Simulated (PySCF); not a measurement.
**Basis and Hamiltonian dependence of the excitation energy of Ti⁺**

Ti⁺ [Ar] 3d2 4s1 (4F) → Ti⁺ [Ar] 3d2 4p1 (high-spin determinant). Calculated with PySCF 2.14 from differences of total energies of unrestricted determinants, without spin-orbit coupling. Values in eV.

| basis | Hamiltonian | functions | UHF | r2SCAN | PBE0 | MP2 (valence) |
| --- | --- | --- | --- | --- | --- | --- |
| aug-cc-pVDZ | non-relativistic | 59 | 3.548 | 3.614 | 3.579 | 3.597 |
| x2c-TZVPPall | spin-free X2C | 64 | 3.599 | 3.698 | 3.645 | 3.643 |
| x2c-TZVPPall with one added diffuse shell each of s, p, d, f type | spin-free X2C | 80 | 3.594 | 3.695 | 3.643 | 3.640 |
| aug-cc-pVTZ | non-relativistic | 93 | 3.524 | 3.626 | 3.581 | 3.574 |
| aug-cc-pVTZ with one added diffuse shell each of s, p, d, f, g type | non-relativistic | 118 | 3.524 | 3.626 | 3.581 | 3.574 |
| x2c-QZVPPall with one added diffuse shell each of s, p, d, f, g type | spin-free X2C | 121 | 3.598 | 3.705 | 3.657 | 3.650 |

Frozen in the all-electron rows: valence: [Ar].

One determinant mixes LS terms of the configuration, so the numbers do not refer to single terms. Non-relativistic rows lack the scalar-relativistic shift.
